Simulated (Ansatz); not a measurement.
The cluster Sn₃⁻, relaxed as a doublet with UKS r2SCAN-D4/def2-SVPD in Ansatz, starting from the GFN2-xTB geometry. Force threshold 0.02 eV/Å.

In the def2 sets Sn takes a core potential; there is no spin–orbit coupling. The charge -1 doublet is spin-contaminated (final ⟨S²⟩ up to 0.89, 0.75 for a pure state). The highest occupied level of the charge -1 doublet lies above zero (up to 0.28 eV). It is a level of α spin, whose loss leaves a singlet; that state wasn't run at this geometry and level. The electron is either unbound and held by the finite basis, or the level is raised by self-interaction error. Another isomer (doublet) lies 0.86 eV lower at PBE0-D4/def2-TZVPD; other spin states weren't run for this one.

Start:

```tsv
atom	x (Å)	y (Å)	z (Å)
Sn1	1.7141	-0.7378	1.0802
Sn2	-1.0441	0.5696	-1.7989
Sn3	-0.6699	0.1682	0.7187
```

| step | energy (eV) | largest force component (eV/Å) | SCF passes |
| --- | --- | --- | --- |
| 1 | -17502.9162 | 1.090 | 53 |
| 2 | -17502.9872 | 0.356 | 82 |
| 3 | -17503.0106 | 0.043 | 61 |
| 4 | -17503.0108 | 0.007 | 60 |

Force components are those of the run's own axes.

End:

```xyz
3

Sn    1.7423   -0.7409    1.0123
Sn   -0.9802    0.5496   -1.8293
Sn   -0.7620    0.1914    0.8170
```

By distances, no bond broke or formed. The bond that changes most is Sn1–Sn3, from 2.58 to 2.68 Å (atoms count from 1).

No frequencies were taken in this run, so the end may be a saddle point.

It took 8.5 s on 4 threads of AMD EPYC 9R45 on a shared host.
